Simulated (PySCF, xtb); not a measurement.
YCl₃, SMILES [Cl][Y]([Cl])[Cl].

Harmonic wavenumbers (cm⁻¹) from GFN2-xTB (xtb 6.7.1) at its own minimum, in rising order: 97, 97, 114, 213, 259, 259.

What does PySCF 2.14.0 with B3LYP-D3(BJ)/def2-SVP give at its own minimum? (An estimate is asked for; the answer gives what the named calculation found.)

41, 83, 83, 331, 392, 392. Paired by order, the mean absolute difference is 81 cm⁻¹ and the zero-point energies are 1.5 and 1.9 kcal/mol.
